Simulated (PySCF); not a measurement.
**Distorted geometries of Er(NO3)3**

Er(NO3)3 (singlet in the valence; each metal's 4f electrons, 11 of them, lie in its core potential, out of spins and levels). PySCF 2.14.0, RKS PBE0, Er lcecp-1-SVP with ECP57, O def2-SVP, N def2-SVP; non-relativistic Hamiltonian with scalar-relativistic core potentials where named; density fitting; no spin-orbit coupling. Relaxed geometry:

```xyz
13

Er    0.0000    0.0000    0.0000
O     2.0312   -0.2413    1.0426
O     2.0312    0.2413   -1.0426
N     2.7351    0.0000    0.0000
O     3.9145    0.0000    0.0000
O    -0.8066    1.8797    1.0426
O    -1.2246    1.6384   -1.0426
N    -1.3675    2.3687    0.0000
O    -1.9572    3.3901    0.0000
O    -1.2246   -1.6384    1.0426
O    -0.8066   -1.8797   -1.0426
N    -1.3676   -2.3687    0.0000
O    -1.9573   -3.3901    0.0000
```

Order these distorted geometries by energy above the relaxed one, lowest first.
A.
```xyz
13

Er    0.0439    0.0784   -0.0415
O     1.9625   -0.2085    0.9591
O     2.0190    0.1835   -0.9596
N     2.7624   -0.0405    0.1297
O     3.9471    0.0146   -0.0469
O    -0.8586    1.9032    1.0611
O    -1.1937    1.6130   -1.0603
N    -1.3237    2.3888    0.0302
O    -2.0271    3.3899   -0.0377
O    -1.1966   -1.7050    1.0330
O    -0.8448   -1.8611   -1.0192
N    -1.3909   -2.3461   -0.0336
O    -1.8995   -3.4102   -0.0143
```
B.
```xyz
13

Er    0.2243   -0.1450    0.0162
O     1.9413   -0.1356    1.1097
O     1.8762    0.1370   -0.8007
N     2.7403   -0.0148    0.0258
O     4.1032   -0.1763    0.0592
O    -0.7610    1.8498    1.0651
O    -1.2831    1.9245   -0.9086
N    -1.2893    2.4520   -0.3475
O    -2.0282    3.3688   -0.1147
O    -1.0329   -1.4832    1.2374
O    -0.9616   -2.0651   -1.0142
N    -1.4208   -2.5161    0.0092
O    -2.1085   -3.1962   -0.3368
```
C.
```xyz
13

Er   -0.0641   -0.0790   -0.0525
O     2.0554   -0.1727    1.0227
O     2.0167    0.3004   -1.1197
N     2.6782    0.0448    0.0392
O     3.8635    0.0935    0.0168
O    -0.7597    1.8737    1.1131
O    -1.2103    1.5422   -1.0174
N    -1.4583    2.3174   -0.0031
O    -1.8788    3.3420    0.0209
O    -1.2050   -1.6373    1.0685
O    -0.7346   -2.0026   -1.1588
N    -1.3359   -2.3029    0.0018
O    -1.9673   -3.3195    0.0686
```

C (1.71 eV), A (1.77 eV), B (36.60 eV).

Which forces (eV/Å) act in the one that lies 1.77 eV up?


```
Er   -1.78  -1.52  -0.63
O    -0.72  -2.02  10.06
O     1.04   0.45  -2.10
N     2.35   2.22 -10.06
O    -1.23  -0.70   2.86
O     1.07  -0.07   1.22
O     0.36   1.40   1.53
N    -4.09   1.69  -3.24
O     2.43  -2.34   0.49
O     0.09   1.71   0.98
O     0.96   1.66  -2.90
N     0.53  -1.78   2.31
O    -1.02  -0.69  -0.53
```
Forces carry noise of the integration grid, about 0.01 to 0.03 eV/Å.

An lcecp potential fixes the number of 4f electrons, so in runs with it no electron can move into or out of that shell.
